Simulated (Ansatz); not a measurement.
Wavefunction ladder for AlBrH$_{2}$OSi (`[Br][Al]1[O][SiH2]1`)

Cartesian coordinates in Å:
```
Br -0.230 1.935 -2.885
Al 0.043 0.601 -1.112
O -0.779 0.618 0.416
Si 0.229 -0.687 0.747
H 1.199 -0.481 1.855
H -0.461 -1.985 0.980
```

Charge 0, multiplicity 1. Correlated methods include outer-core shells of Br, which these sets cover unevenly. Scalar relativity is left out up to krypton. The geometry is a stationary point of PBE0-D4/def2-TZVP. Frozen core, restricted reference, Ansatz 0.2.0.

| basis | HF (Eh) | MP2 corr. |
| --- | --- | --- |
| def2-SVP | -3178.84117 | -0.56403 |
| def2-TZVPP | -3179.44992 | -0.69447 |
| def2-QZVPP | -3179.51889 | -1.04617 |

Task: Estimate the CCSD correlation energy and the (T) correction in each basis where they were run (hartree).

Result: 
```json
{"basis": "def2-SVP", "CCSD corr.": "-0.58661", "(T)": "-0.01624"}
{"basis": "def2-TZVPP", "CCSD corr.": "-0.71723", "(T)": "-0.02856"}
```
